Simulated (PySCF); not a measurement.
# What a mistake does to a calculation on Al2BCH6 cation

Calculated results; nothing here was measured. The program is PySCF 2.14.0, an open-source quantum chemistry code, run on an isolated molecule that a program drew, which may never have been made. The molecule is Al2BCH6 cation (charge +1, singlet), drawn as the SMILES string `C[BH][AlH][AlH+]`.

Each row is a Hartree-Fock (HF) and frozen-core CCSD(T) single point in the cc-pV(D+d)Z basis, meant for a local HF minimum. Run 1 is clean. Each other run has one planted mistake out of seven kinds, and not every kind appears here: one electron removed, one electron added, multiplicity raised by two, geometry at a saddle point, minimal basis STO-3G, one bond length entered in bohr, all coordinates scaled. The reference is restricted for singlets and unrestricted otherwise, and also for a bond in bohr. Adding or removing an electron swaps singlet and doublet. Electrons count all cores. HOMO and LUMO are orbital energies over both spins, the gradient is its largest component, and the lowest frequency (negative if imaginary) is given only where the gradient is small. Bond lengths are over the 9 bonds as drawn. T1 is the CCSD diagnostic: over 0.02 (restricted) or 0.045 (unrestricted) a single reference is doubtful.

Geometry of the clean run:
```xyz
10
Al2BCH6 cation, angstrom
C    -1.8072   -0.4452   -0.4024
B    -0.4946   -1.2305   -0.0672
Al   -0.3689   -3.3620    0.2778
Al    0.5617   -4.8744   -1.8241
H    -1.6268    0.3834   -1.0922
H    -2.0978    0.0250    0.5518
H    -2.6620   -1.0284   -0.7454
H     0.5376   -0.6293    0.0581
H    -0.6073   -4.4135    1.4163
H     1.0911   -5.7601   -3.0043
```

| run | electrons | basis functions | <S^2> | HOMO (eV) | LUMO (eV) | gradient (hartree/bohr) | lowest frequency (cm^-1) | mean bond (Å) | longest bond (Å) | T1 | HF (hartree) | CCSD(T) (hartree) | mistake |
|---|---|---|---|---|---|---|---|---|---|---|---|---|---|
| 1 | 42 | 104 | 0.000 | -13.83 | -4.78 | 1.2e-05 | 40 | 1.5670 | 2.752 | 0.0131 | -549.60834 | -550.00415 | no fault |
| 2 | 42 | 104 | 0.000 | -13.96 | -4.92 | 4.8e-02 | - | 1.4714 | 2.584 | 0.0130 | -549.57737 | -549.96944 | all coordinates scaled |
| 3 | 42 | 104 | 2.040 | -11.75 | -6.53 | 1.7e-02 | - | 1.5670 | 2.752 | 0.0290 | -549.52337 | -549.90912 | ? |
| 4 | 43 | 104 | 0.775 | -5.76 | 0.63 | 2.8e-02 | - | 1.5670 | 2.752 | 0.0219 | -549.80115 | -550.21355 | ? |

**Which mistake was planted in run 3, and what did it cost?**

Electrons, basis and geometry are unchanged, and <S^2> is 2.040, beside S(S+1) = 2.00 for a multiplicity of 3. So the mistake is: multiplicity raised by two. Subtracting run 1 and multiplying by 627.51 kcal/mol a hartree, the energy moved by 53.3 kcal/mol in HF and 59.6 kcal/mol in CCSD(T).

**Which mistake was planted in run 4, and what did it cost?**

It counts 43 electrons, one more than the clean run, at the same geometry and basis. So the mistake is: one electron added. Subtracting run 1 and multiplying by 627.51 kcal/mol a hartree, the energy moved by -121.0 kcal/mol in HF and -131.4 kcal/mol in CCSD(T).

